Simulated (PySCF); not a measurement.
Compound: C₂H₈N₂Pb.
SMILES with atom numbers: `[CH3:1]/[CH:2]=[N:3]\[NH:4][PbH3:5]` (hydrogens: H6, H7, H8 on C1; H9 on C2; H10 on N4; H11, H12, H13 on Pb5)

Cartesian coordinates in Å at the PBE0-D3(BJ)/def2-SVP level; atoms count from 1:
```xyz
13
C2H8N2Pb angstrom
C     -2.2394    0.0756    0.0031
C     -1.2041    0.8723   -0.7280
N      0.0553    0.6282   -0.7209
N      0.5351   -0.4169   -0.0381
Pb     2.6585   -0.3936    0.3323
H     -3.2426    0.4977   -0.1406
H     -2.2618   -0.9746   -0.3419
H     -2.0449    0.0481    1.0923
H     -1.5128    1.7292   -1.3366
H     -0.0978   -0.8704    0.6258
H      3.2197    0.9567   -0.6205
H      2.8939   -0.2069    2.0726
H      3.2476   -1.9612   -0.2100
```

Level of theory: PBE0-D3(BJ)/def2-SVP geometry optimisation, gas phase, def2 core potentials past Kr (PySCF).

Take the most abundant isotopes and a rigid rotor. The values belong to one conformer with, in the numbering `[CH3:1]/[CH:2]=[N:3]\[NH:4][PbH3:5]`, C2–N3–N4–Pb5 -164°.

Task: Give the principal moments of inertia and the rotational constants in GHz.

Result: Ia = 38.83, Ib = 639.76, Ic = 664.17 u·Å²; 505379 MHz·u·Å²/I gives 13014, 790.0 and 760.9 MHz, that is A = 13.014, B = 0.7900, C = 0.7609 GHz.

Task: Classify the top.

Result: A near-prolate asymmetric top. Ray's parameter κ = (2B − A − C)/(A − C) = -0.995; −1 is the prolate and +1 the oblate limit.

Task: Is it planar, by Δ = Ic − Ia − Ib?

Result: Not planar: Δ = Ic − Ia − Ib = -14.42 u·Å². For a rigid frame Δ = −2 Σ m c², so Σ m c² = 7.21 u·Å² lies off the ab plane: 5.86 from hydrogen and 1.35 from heavier atoms. The atom farthest from that plane is 1.44 Å away.

Task: Give the other two planar moments, Paa and Pbb, and the rms extents of the mass along the axes.

Result: Paa = Σ m a² = (Ib + Ic − Ia)/2 = 632.55 and Pbb = Σ m b² = (Ia + Ic − Ib)/2 = 31.62 u·Å². With the mass M = 268.05 u, the rms extents √(P/M) along a, b and c are 1.54, 0.34, 0.16 Å.

Task: List the rotational levels J(Ka,Kc) to J = 2 (MHz).

Result: Above 0(0,0):
J = 1: 1(0,1) 1551, 1(1,1) 13775, 1(1,0) 13804
J = 2: 2(0,2) 4653, 2(1,2) 16848, 2(1,1) 16935, 2(2,1) 53608, 2(2,0) 53608

Task: Predict some low-J microwave lines.

Result: The dipole components are |μa| = 0.86 D, |μb| = 1.58 D, |μc| = 0.58 D. The squared components, which scale the intensities, stand as 0.29 : 1.00 : 0.13 (a : b : c). Some lines, for components of 0.1 D or more:

```csv
type,branch,"J(Ka,Kc)",MHz,lower level (cm⁻¹)
a,R,"3(1,2) ← 2(1,1)",4696,0.565
a,R,"4(0,4) ← 3(0,3)",6203,0.310
a,R,"4(1,3) ← 3(1,2)",6261,0.722
a,R,"5(1,4) ← 4(1,3)",7827,0.930
c,Q,"3(1,3) ← 3(0,3)",12152,0.310
c,Q,"2(1,2) ← 2(0,2)",12195,0.155
b,R,"2(2,1) ← 1(1,0)",39804,0.460
b,R,"2(2,0) ← 1(1,1)",39833,0.459
c,R,"4(2,2) ← 3(1,2)",42834,0.722
c,R,"4(3,2) ← 3(2,2)",67398,1.943
b,R,"4(3,1) ← 3(2,2)",67398,1.943
b,R,"5(3,2) ← 4(2,3)",68949,2.150
c,R,"4(4,1) ← 3(3,1)",91876,3.985
c,R,"5(5,0) ← 4(4,0)",117904,7.049
```

No frequency check. No vibrational averaging or centrifugal distortion is included, and the geometry carries the error of its method. A rigid rotor knows nothing of inversion at nitrogen or internal rotation, which can split or shift real lines. Quadrupole hyperfine structure (14N) is left out.
